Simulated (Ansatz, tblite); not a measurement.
Cost and result up the ladder for (F2Ga-mu-PH2)2 (Ga₂P₂H₄F₄) (12 atoms). The state is a singlet with charge 0. Geometry: PBE-D4/def2-SVP.

```xyz
12

Ga   -1.187    0.491    1.193
F    -1.914   -0.694    2.295
F    -1.695    2.184    1.330
P    -1.235   -0.281   -1.114
Ga    1.188   -0.490   -1.193
F     1.697   -2.183   -1.330
F     1.911    0.695   -2.296
P     1.235    0.281    1.114
H    -1.808    0.619   -2.057
H    -1.966   -1.481   -1.349
H     1.966    1.481    1.351
H     1.807   -0.621    2.057
```

Ansatz on 4 threads of Arm Neoverse V1 on a shared host; xTB runs through tblite on one thread. Times are rough, summed over both states, and most runs start from the orbitals of an earlier one. PBE0-D4/def2-TZVP serves as the yardstick here, not as an exact answer. The other state is a doublet.

The xTB rows come from tblite.

Raw xTB energies of ions are shifted by several eV.

```csv
level,functions,wall time
GFN2-xTB,56,0.018 s
GFN1-xTB,60,0.023 s
PBE-D4/def2-TZVP,318,18 s
PBE0-D4/def2-TZVP (with forces),318,47 s
```

Task: Estimate what each level gives for the vertical IE (eV).

Result: 
```tsv
level	vertical IE (eV)	difference from PBE0-D4/def2-TZVP (eV)
GFN2-xTB	14.23	3.88
GFN1-xTB	14.32	3.97
PBE-D4/def2-TZVP	9.85	-0.51
PBE0-D4/def2-TZVP (with forces)	10.35	0.00
```
